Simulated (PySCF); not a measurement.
**Working out the ionisation energy of Ta⁺**

Ta⁺ [Xe] 4f14 5d3 6s1 (5F) → Ta²⁺ [Xe] 4f14 5d3 (4F). All numbers are calculated (PySCF 2.14, scalar relativity by spin-free X2C-1e, in x2c-TZVPPall). Frozen: [Xe] 4f14. Energies in hartree (1 hartree = 27.21139 eV):

```tsv
part	Ta⁺ (lower)	Ta²⁺ (upper)
UHF	-15599.792522	-15599.269148
CCSD correlation	-0.030313	-0.015110
(T)	-0.000411	-0.000079
```

What does Hartree-Fock give?

(-15599.269148) − (-15599.792522) = 0.523374 hartree = 14.242 eV.

What do CCSD and CCSD(T) give?

The CCSD correlation energies differ by 0.015203 hartree = 0.414 eV and the triples by 0.000332 hartree = 0.009 eV, so CCSD gives 14.656 eV and CCSD(T) 14.665 eV.

A first-order spin-orbit estimate adds -0.049 eV to CCSD(T) (valence), giving 14.616 eV against 16.2 ± 0.5 eV (semi-empirical (NIST evaluation); NIST Atomic Spectra Database, ionization energies).

What remains against the reference includes basis incompleteness, the frozen core and higher excitations.
